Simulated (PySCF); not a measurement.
## Diatomic cations of Ga with the third period

PBE with double-zeta basis sets in PySCF, for the lowest determinant that a PBE0 search found; no spin–orbit coupling. De refers to high-spin ground-configuration atoms (the charge goes to the atom of lower measured ionisation energy or higher electron affinity, which is not always the lowest computed limit). A positive dipole points towards Ga; it is taken about the centre of mass and depends on that origin.

```json
{"M": "Na", "basis": "x2c-SVPall", "charged atom": "Na+", "state (unpaired electrons)": "doublet (σ ↑)", "Re (Å)": "3.486", "ωe (cm⁻¹)": "95.2", "De (eV)": "1.04", "μ (D)": "-6.97"}
{"M": "Mg", "basis": "def2-SVP", "charged atom": "Ga+", "state (unpaired electrons)": "singlet (closed shell)", "Re (Å)": "3.126", "ωe (cm⁻¹)": "151", "De (eV)": "1.13", "μ (D)": "-3.88"}
{"M": "Al", "basis": "6-31G(d,p)", "charged atom": "Al+", "state (unpaired electrons)": "doublet (σ ↑)", "Re (Å)": "3.253", "ωe (cm⁻¹)": "127", "De (eV)": "1.67", "μ (D)": "-3.48"}
{"M": "P", "basis": "cc-pVDZ-PP/cc-pV(D+d)Z", "charged atom": "Ga+", "state (unpaired electrons)": "quartet (σ ↑, π ↑↑)", "Re (Å)": "2.676", "ωe (cm⁻¹)": "151", "De (eV)": "0.65", "μ (D)": "0.29"}
{"M": "S", "basis": "cc-pVDZ-PP/cc-pV(D+d)Z", "charged atom": "Ga+", "state (unpaired electrons)": "triplet (π ↑↑)", "Re (Å)": "2.930", "ωe (cm⁻¹)": "153", "De (eV)": "0.78", "μ (D)": "0.66"}
{"M": "Cl", "basis": "cc-pVDZ-PP/cc-pV(D+d)Z", "charged atom": "Ga+", "state (unpaired electrons)": "doublet (σ ↑)", "Re (Å)": "2.158", "ωe (cm⁻¹)": "358", "De (eV)": "0.91", "μ (D)": "2.81"}
```

The shortest bond is that of GaCl⁺ (2.158 Å), the longest that of NaGa⁺ (3.486 Å).

The rows differ in basis set, which adds steps of its own.

The state changes along the series, so neighbouring rows are not always alike in their bonding.

Closed-shell solutions of metal pairs were not tested for spin polarisation, which can lower them a little. Spin–orbit coupling is left out. For an ion De counts to the pair picked by the measured ionisation energies or electron affinities, which need not be the lowest pair at this level. States were picked by a PBE0 search and need not be the measured ground states.
